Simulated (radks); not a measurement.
These are the eigenvalues of the occupied orbitals of an atom or ion with whole-number occupations (hartree). All-electron calculation, non-relativistic Kohn-Sham, LDA (Slater exchange, Perdew-Wang correlation), spin-polarised, spherical densities, point nucleus. Program: a radial shooting solver on a logarithmic mesh with Libxc functionals.

1s up: -2084.308
1s down: -2084.307
2s up: -338.2162
2s down: -338.2160
2p up: -323.4156
2p down: -323.4154
3s up: -75.71299
3s down: -75.71295
3p up: -68.93506
3p down: -68.93501
3d up: -56.26284
3d down: -56.26275
4s up: -14.54887
4s down: -14.54872
4p up: -11.79510
4p down: -11.79491
4d up: -6.81193
4d down: -6.81166
5s up: -1.92255
5s down: -1.92030
5p up: -1.20446
5p down: -1.20062
4f up: -0.52372
4f down: -0.52283
6s up: -0.33334

Which element is it, and in what charge state? The configuration may be excited. Open shells, if any, are filled with parallel spins first.

Answer. Z = 70, ytterbium, charge +1: Yb+ in [Xe] 4f14 6s1. The list shows which subshells hold electrons but not how many an open one holds; the 1s level, -2084.3 hartree, gives Z - s = 64.6 by -(Z - s)^2/2, which with screening narrows Z to a few neighbours, and the depths of the outer levels then fix element, charge and occupations together.
